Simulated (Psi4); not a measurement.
BrCl, charge -1, doublet, at the geometry of the source list (a state made from the parent by changing its charge; the spin is typed, not shown lowest) (a gas-phase anion, which may not be bound at this level), atoms displaced at random by about 0.08 Å a coordinate; PBE0/STO-3G, gradient (Psi4).

Input for Psi4:
```
memory 2 GB

molecule {
-1 2
Cl    1.17601097   -0.02170016    0.01235862
Br   -0.78914133   -0.05314641   -0.14369145
symmetry c1
no_reorient
no_com
}

set {
  basis sto-3g
  reference uks
}

gradient('pbe0')
print_variables()
```

Q: Write the output that Psi4 gives for this input, abridged.

A: 
```
gradient() will perform analytic gradient computation.

   => Loading Basis Set <=

    Name: STO-3G
    Role: ORBITAL
    Keyword: BASIS

         ---------------------------------------------------------
                                   SCF
               by Justin Turney, Rob Parrish, Andy Simmonett
                          and Daniel G. A. Smith
                              UKS Reference
         ---------------------------------------------------------

  ==> Geometry <==

    Molecular point group: c1
    Full point group: C1

    Geometry (in Angstrom), charge = -1, multiplicity = 2:

       Center              X                  Y                   Z               Mass
    ------------   -----------------  -----------------  -----------------  -----------------
         CL           1.176010970000    -0.021700160000     0.012358620000    34.968852682000
         BR          -0.789141330000    -0.053146410000    -0.143691450000    78.918337600000

  Running in c1 symmetry.

  Rotational constants: A =     18.97439  B =      0.17115  C =      0.16962 [cm^-1]
  Rotational constants: A = 568837.90835  B =   5131.08316  C =   5085.21306 [MHz]
  Nuclear repulsion =  159.698803951577446

  Charge       = -1
  Multiplicity = 2
  Electrons    = 53
  Nalpha       = 27
  Nbeta        = 26

  ==> Algorithm <==

  SCF Algorithm Type is DF.
  DIIS enabled.
  MOM disabled.
  Fractional occupation disabled.
  Guess Type is SAD.
  Energy threshold   = 1.00e-08
  Density threshold  = 1.00e-08
  Integral threshold = 1.00e-12

  ==> Primary Basis <==

  Basis Set: STO-3G
    Blend: STO-3G
    Number of shells: 13
    Number of basis functions: 27
    Number of Cartesian functions: 28
    Spherical Harmonics?: true
    Max angular momentum: 2

  ==> DFT Potential <==

   => LibXC <=

    Version 7.1.2
    S. Lehtola, C. Steigemann, M. J. T. Oliveira, and M. A. L. Marques,  SoftwareX 7, 1–5 (2018) (10.1016/j.softx.2017.11.002)

   => Composite Functional: PBE0 <=

    PBE0 Hyb-GGA Exchange-Correlation Functional

    C. Adamo and V. Barone,  J. Chem. Phys. 110, 6158 (1999) (10.1063/1.478522)
    M. Ernzerhof and G. E. Scuseria,  J. Chem. Phys. 110, 5029 (1999) (10.1063/1.478401)

    Deriv               =              1
    GGA                 =           TRUE
    Meta                =          FALSE

    Exchange Hybrid     =           TRUE
    MP2 Hybrid          =          FALSE

   => Exchange Functionals <=

    0.7500   Perdew, Burke & Ernzerhof

   => Exact (HF) Exchange <=

    0.2500               HF

   => Correlation Functionals <=

    1.0000   Perdew, Burke & Ernzerhof

   => LibXC Density Thresholds  <==

    XC_HYB_GGA_XC_PBEH:  1.00E-15

   => Molecular Quadrature <=

    Radial Scheme          =       TREUTLER
    Pruning Scheme         =           NONE
    Nuclear Scheme         =       TREUTLER

    Blocking Scheme        =         OCTREE
    BS radius alpha        =              1
    Pruning alpha          =              1
    Radial Points          =             75
    Spherical Points       =            302
    Total Points           =          37570
    Total Blocks           =            360
    Max Points             =            256
    Max Functions          =             26
    Weights Tolerance      =       1.00E-15

   => Loading Basis Set <=

    Name: (STO-3G AUX)
    Role: JKFIT
    Keyword: DF_BASIS_SCF

  ==> Integral Setup <==

  SCF_SUBTYPE=INCORE selected. In-core MEM_DF algorithm will be used.
  Using in-core AOs.

  ==> MemDFJK: Density-Fitted J/K Matrices <==

    J tasked:                   Yes
    K tasked:                   Yes
    wK tasked:                   No
    Algorithm:                 Core
    Schwarz Cutoff:           1E-12
    Mask sparsity (%):       8.5048
    Fitting Condition:        1E-10

   => Auxiliary Basis Set <=

  Basis Set: (STO-3G AUX)
    Blend: DEF2-UNIVERSAL-JKFIT
    Number of shells: 98
    Number of basis functions: 394
    Number of Cartesian functions: 526
    Spherical Harmonics?: true
    Max angular momentum: 5

  Minimum eigenvalue in the overlap matrix is 3.8207201578E-01.
  Reciprocal condition number of the overlap matrix is 2.2536342538E-01.
    Using symmetric orthogonalization.

  ==> Pre-Iterations <==

  SCF Guess: Superposition of Atomic Densities via on-the-fly atomic UHF (no occupation information).

   -------------------------
    Irrep   Nso     Nmo
   -------------------------
     A         27      27
   -------------------------
    Total      27      27
   -------------------------

  ==> Iterations <==

                           Total Energy        Delta E     RMS |[F,P]|

   @DF-UKS iter SAD: -2999.94117535363193   -2.99994e+03   0.00000e+00
   @DF-UKS iter   1: -3000.60095725183601   -6.59782e-01   2.77419e-03 DIIS/ADIIS
   @DF-UKS iter   2: -3000.60329319523134   -2.33594e-03   1.02328e-04 DIIS/ADIIS
   @DF-UKS iter   3: -3000.60330539390998   -1.21987e-05   9.27922e-06 DIIS
   @DF-UKS iter   4: -3000.60330548475531   -9.08453e-08   2.59444e-07 DIIS
   @DF-UKS iter   5: -3000.60330548480260   -4.72937e-11   8.07400e-10 DIIS
  Energy and wave function converged.

  ==> Post-Iterations <==

   Electrons on quadrature grid:
      Nalpha   =   27.0000023937 ; deviation = 2.394e-06
      Nbeta    =   26.0000025267 ; deviation = 2.527e-06
      Ntotal   =   53.0000049204 ; deviation = 4.920e-06

   @Spin Contamination Metric:   2.131628207E-14
   @S^2 Expected:                7.500000000E-01
   @S^2 Observed:                7.500000000E-01
   @S   Expected:                5.000000000E-01
   @S   Observed:                5.000000000E-01

    Orbital Energies [Eh]
    ---------------------

    Alpha Occupied:

[...]
    Alpha Virtual:

    Beta Occupied:

[...]
    Beta Virtual:

      27A      0.471062

    Final Occupation by Irrep:
              A
    DOCC [    26 ]
    SOCC [     1 ]
    NA   [    27 ]
    NB   [    26 ]

  @DF-UKS Final Energy: -3000.60330548480260

   => Energetics <=

    Nuclear Repulsion Energy =            159.6988039515774460
    One-Electron Energy =               -4530.8145307751547080
    Two-Electron Energy =                1461.2794071117855310
    DFT Exchange-Correlation Energy =     -90.7669857730104894
    Empirical Dispersion Energy =           0.0000000000000000
    VV10 Nonlocal Energy =                  0.0000000000000000
    Total Energy =                      -3000.6033054848026040

  UHF NO Occupations:
  HONO-2 :   25  A 2.0000000
  HONO-1 :   26  A 2.0000000
  HONO-0 :   27  A 1.0000000

Computation Completed

Properties will be evaluated at   0.000000,   0.000000,   0.000000 [a0]

Properties computed using the SCF density matrix

 Multipole Moments:

 ------------------------------------------------------------------------------------
     Multipole            Electronic (a.u.)      Nuclear  (a.u.)        Total (a.u.)
 ------------------------------------------------------------------------------------

 L = 1.  Multiply by 2.5417464519 to convert [e a0] to [Debye]
 Dipole X            :         13.9357744          -14.4143775           -0.4786030
 Dipole Y            :          4.2811612           -4.2122507            0.0689105
 Dipole Z            :          9.2219004           -9.1067871            0.1151133
 Magnitude           :                                                    0.4970519

 ------------------------------------------------------------------------------------

         ------------------------------------------------------------
                                   SCF GRAD
                          Rob Parrish, Justin Turney,
                       Andy Simmonett, and Alex Sokolov
         ------------------------------------------------------------

  ==> Geometry <==

    Molecular point group: c1
    Full point group: C1

    Geometry (in Angstrom), charge = -1, multiplicity = 2:

       Center              X                  Y                   Z               Mass
    ------------   -----------------  -----------------  -----------------  -----------------
         CL           1.176010970000    -0.021700160000     0.012358620000    34.968852682000
         BR          -0.789141330000    -0.053146410000    -0.143691450000    78.918337600000

  Nuclear repulsion =  159.698803951577446

  ==> Basis Set <==

  Basis Set: STO-3G
    Blend: STO-3G
    Number of shells: 13
    Number of basis functions: 27
    Number of Cartesian functions: 28
    Spherical Harmonics?: true
    Max angular momentum: 2

  ==> DFJKGrad: Density-Fitted SCF Gradients <==

    Gradient:                    1
    J tasked:                  Yes
    K tasked:                  Yes
    wK tasked:                  No
    Integrals threads:           1
    Schwarz Cutoff:          1E-12
    Fitting Condition:       1E-10

   => Auxiliary Basis Set <=

  Basis Set: (STO-3G AUX)
    Blend: DEF2-UNIVERSAL-JKFIT
    Number of shells: 98
    Number of basis functions: 394
    Number of Cartesian functions: 526
    Spherical Harmonics?: true
    Max angular momentum: 5

  ==> DFT Potential <==

   => LibXC <=

    Version 7.1.2
    S. Lehtola, C. Steigemann, M. J. T. Oliveira, and M. A. L. Marques,  SoftwareX 7, 1–5 (2018) (10.1016/j.softx.2017.11.002)

   => Composite Functional: PBE0 <=

    PBE0 Hyb-GGA Exchange-Correlation Functional

    C. Adamo and V. Barone,  J. Chem. Phys. 110, 6158 (1999) (10.1063/1.478522)
    M. Ernzerhof and G. E. Scuseria,  J. Chem. Phys. 110, 5029 (1999) (10.1063/1.478401)

    Deriv               =              1
    GGA                 =           TRUE
    Meta                =          FALSE

    Exchange Hybrid     =           TRUE
    MP2 Hybrid          =          FALSE

   => Exchange Functionals <=

    0.7500   Perdew, Burke & Ernzerhof

   => Exact (HF) Exchange <=

    0.2500               HF

   => Correlation Functionals <=

    1.0000   Perdew, Burke & Ernzerhof

   => LibXC Density Thresholds  <==

    XC_HYB_GGA_XC_PBEH:  1.00E-15

   => Molecular Quadrature <=

    Radial Scheme          =       TREUTLER
    Pruning Scheme         =           NONE
    Nuclear Scheme         =       TREUTLER

    Blocking Scheme        =         OCTREE
    BS radius alpha        =              1
    Pruning alpha          =              1
    Radial Points          =             75
    Spherical Points       =            302
    Total Points           =          37570
    Total Blocks           =            360
    Max Points             =            256
    Max Functions          =             26
    Weights Tolerance      =       1.00E-15

  -Total Gradient:
     Atom            X                  Y                   Z
    ------   -----------------  -----------------  -----------------
       1       -0.395579085644    -0.006330032955    -0.031412396888
       2        0.395350714887     0.006326378595     0.031394262314

  Variable Map:
  ----------------------------------------------------------------------------
[...]
  Array Variable Map:
  ----------------------------------------------------------------------------
[...]
[...]
```
